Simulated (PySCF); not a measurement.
SSn, SMILES [S]=[Sn] (connectivity only; charge and spin as stated), neutral, multiplicity 1.

Coordinates come from a PBE-D3(BJ)/def2-TZVP optimisation. The def2 effective core potentials stand for the cores of Sn; spin–orbit coupling is left out.

The numbers are results of HF/def2-TZVPD run with PySCF, not measurements.

```json
{
 "total_energy": "-610.93760 hartree",
 "point_group": "C∞v",
 "highest_occupied_level": "-9.47 eV",
 "lowest_empty_level": "-0.06 eV",
 "orbital_gap": "9.41 eV",
 "dipole_moment": "4.34 D",
 "quadrupole, principal values (traceless, Buckingham form, about the centre of nuclear charge)": "-7.27, 3.64, 3.64 D·Å",
 "mean_static_polarisability": "64.8 bohr³ (9.60 Å³)",
 "polarisability_principal_values": "53.2, 53.2, 87.9 bohr³"
}
```
